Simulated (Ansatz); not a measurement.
A structure relaxed at PBE0-D4/def2-TZVP, charge 0, multiplicity 1:

| atom | x (Å) | y (Å) | z (Å) |
| --- | --- | --- | --- |
| S1 | 1.8261 | 1.5364 | 1.3034 |
| C2 | 1.2743 | -0.0334 | 0.5916 |
| Si3 | -0.3546 | 0.2486 | -0.3059 |
| S4 | -1.1028 | -1.6943 | -0.8323 |
| S5 | -2.7671 | -1.0295 | -1.8566 |
| H6 | 3.0718 | 1.1586 | 1.6344 |
| H7 | 1.1470 | -0.7883 | 1.3708 |
| H8 | 2.0026 | -0.3964 | -0.1371 |
| H9 | -1.3315 | 0.9288 | 0.5812 |
| H10 | -0.1457 | 1.0516 | -1.5335 |
| H11 | -3.6201 | -0.9821 | -0.8160 |

(1) Give its formula and SMILES.

(2) Summarise the bond lengths by kind.

Answers

(1) CH6S3Si, `SC[SiH2]SS`.

(2) 1 × C–S 1.810 Å; 2 × H–S 1.343 to 1.346 Å; 1 × C–Si 1.881 Å; 2 × C–H 1.092 Å; 1 × S–Si 2.148 Å; 2 × H–Si 1.482 to 1.485 Å; 1 × S–S 2.064 Å.

Computed with Ansatz.
